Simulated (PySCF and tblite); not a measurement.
Values are calculated unless marked as measured or tabulated.
# Barrier and rate of a rotation

System: C2H6GeO2, numbered as in [CH3:1][C:2](=[O:3])[O:4][GeH3:5].

Motion: rotation about the C2–O4 bond (torsion C1–C2–O4–Ge5 from -180° to 0°, rising). Level: PBE0/pcSseg-1 + D3(BJ) on GFN2-xTB stationary points, with GFN2-xTB thermal terms. Rates follow Eyring's equation with the number of equivalent paths and no tunnelling. Programs: tblite and PySCF.

```json
{"point": "start", "symmetry": "Cs", "E(GFN2) kcal/mol": "0.0", "E(DFT) kcal/mol": "0.0", "ZPE change kcal/mol": "0.00", "lowest mode cm⁻¹": "37", "dipole D": "1.28"}
{"point": "saddle", "symmetry": "C1", "E(GFN2) kcal/mol": "10.6", "E(DFT) kcal/mol": "11.2", "ZPE change kcal/mol": "-0.79", "lowest mode cm⁻¹": "74i", "dipole D": "3.91"}
{"point": "end", "symmetry": "Cs", "E(GFN2) kcal/mol": "9.1", "E(DFT) kcal/mol": "8.6", "ZPE change kcal/mol": "-0.56", "lowest mode cm⁻¹": "40", "dipole D": "4.68"}
```

| Quantity | Value |
| --- | --- |
| Electronic barrier | 11.2 kcal/mol |
| Barrier with zero-point energy | 10.4 kcal/mol |
| ΔH‡ (298 K) | 10.1 kcal/mol |
| ΔS‡ (298 K, symmetry apart) | -1.3 cal/(mol K) |
| Paths | 2 equivalent paths |
| End point | a different minimum |
| Mean lifetime of the start against this motion at 298 K | 4 µs |
| Cost | 40 s on 1 thread of AMD EPYC 7R43 64-Core (shared host) (rough), peak memory 0.79 GiB, launched as `OMP_NUM_THREADS=1 python ens_run.py task.json out` |

| T/K | ΔG‡ kcal/mol | k s⁻¹ | ΔG kcal/mol | k back s⁻¹ |
| --- | --- | --- | --- | --- |
| 150 | 10.4 | 0.005 | 8.0 | 2×10⁹ |
| 200 | 10.4 | 37 | 7.9 | 1.6×10¹⁰ |
| 250 | 10.4 | 7740 | 7.9 | 5.8×10¹⁰ |
| 298 | 10.5 | 2.5×10⁵ | 7.8 | 1.3×10¹¹ |
| 350 | 10.6 | 3.5×10⁶ | 7.8 | 2.5×10¹¹ |
| 400 | 10.7 | 2.4×10⁷ | 7.7 | 3.9×10¹¹ |
| 500 | 10.9 | 3.5×10⁸ | 7.6 | 7.5×10¹¹ |

ΔG and ΔG‡ leave out symmetry numbers and mirror images; rates count paths: 2 out, 2 back.

Spin–orbit effects of heavy atoms on shieldings are missing.
